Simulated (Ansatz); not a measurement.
One change: `C=C(O)BCl` becomes `C=C(O)C=N`.

Ansatz, PBE0-D4/def2-TZVP geometries, multiplicity 1. Each molecule was computed in one conformer, which needn't be the lowest.

```
                                      property  `C=C(O)BCl`
         HOMO energy (ωB97M-V/def2-TZVPP) / eV        -9.55
           HOMO energy (B3LYP/def2-TZVPP) / eV        -7.14
size of the dipole moment (PBE/def2-TZVPP) / D         2.51
            LUMO energy (PBE0/def2-TZVPP) / eV        -1.96
zero-point energy (PBE0-D4/def2-TZVP) / kJ/mol        161.4
             LUMO energy (PBE/def2-TZVPP) / eV        -2.86
```

**Question.** What does the change do to each property? (Best estimate.)

**Answer.** Computed: 
| property | `C=C(O)C=N` | shift |
| --- | --- | --- |
| HOMO energy (ωB97M-V/def2-TZVPP) / eV | -9.07 | 0.48 |
| HOMO energy (B3LYP/def2-TZVPP) / eV | -6.72 | 0.42 |
| size of the dipole moment (PBE/def2-TZVPP) / D | 2.32 | -0.19 |
| LUMO energy (PBE0/def2-TZVPP) / eV | -1.39 | 0.57 |
| zero-point energy (PBE0-D4/def2-TZVP) / kJ/mol | 209.8 | 48.4 |
| LUMO energy (PBE/def2-TZVPP) / eV | -2.36 | 0.50 |

With PBE0 the HOMO rises by 0.44 eV and the LUMO rises by 0.57 eV, so the gap widens by about 0.13 eV. PBE moves the HOMO by 0.39 eV and ωB97M-V by 0.48 eV. The zero-point energy changes by 48.4 kJ/mol with +3 modes. Dipoles are sizes alone; their direction can turn.

B3LYP here is the variant with VWN-RPA as its local correlation; programs differ in this.
